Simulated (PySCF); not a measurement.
H₃IrO₃, SMILES [OH][Ir]([OH])[OH], multiplicity 1.

Coordinates come from a PBE0-D3(BJ)/def2-SVP optimisation. The multiplicity is an assumed one; other spin states were not compared. The def2 effective core potentials stand for the cores of Ir; spin–orbit coupling is left out. The values are those of a single conformer.

The numbers are results of PBE/def2-TZVPD in PySCF, not measurements.

Symmetry labels are those of the subgroup Cs that the program uses (full group Cs).

Computed valence orbital energies around the gap with their symmetry:
| orbital | symmetry | energy (eV) |
|---|---|---|
| HOMO−7 | A' | -10.53 |
| HOMO−6 | A' | -10.16 |
| HOMO−5 | A" | -8.88 |
| HOMO−4 | A' | -8.80 |
| HOMO−3 | A" | -8.36 |
| HOMO−2 | A' | -5.44 |
| HOMO−1 | A" | -5.31 |
| HOMO | A' | -5.26 |
| LUMO | A" | -3.20 |
| LUMO+1 | A' | -3.15 |
| LUMO+2 | A' | -1.13 |
| LUMO+3 | A' | -0.61 |
